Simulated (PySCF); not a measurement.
## Ionisation energy of Yb⁶⁴⁺ by level of theory

Yb⁶⁴⁺ [He] 2s2 2p2 (3P) → Yb⁶⁵⁺ [He] 2s2 2p1 (2P), as a difference of total energies. Calculation: PySCF 2.14, in an uncontracted even-tempered set (18 s from 42 bohr⁻², ratio 2.2; 13 p from 54 bohr⁻², ratio 2.2; 5 d from 200 bohr⁻², ratio 2.4; 5 f from 300 bohr⁻², ratio 2.4; 4 g from 450 bohr⁻², ratio 2.4); the spin-free X2C one-electron Hamiltonian (Gaussian nucleus). Correlated levels: nothing frozen; virtual orbitals above 40 to 60 times the deepest correlated orbital energy dropped. The calculations carry no spin-orbit coupling.

```tsv
method	ionisation energy (eV)
UHF	15477.3
LDA	15469.3
PBE	15474.9
PBE0	15475.8
r2SCAN	15481.0
M06-2X	15475.9
B3LYP	15476.9
MP2 (all electrons)	15477.3
SCS-MP2 (all electrons)	15476.8
```

Spin-orbit coupling is strong in these open shells (close to jj coupling). The scalar numbers leave it out and a first-order estimate fails, so it can dominate the gap to the real levels.

For this ion Breit and QED terms and the two-electron picture change, all absent here, outweigh the differences among the correlated methods.

For comparison: 16191 ± 24 eV (theoretical estimate listed by NIST; NIST Atomic Spectra Database, ionization energies).
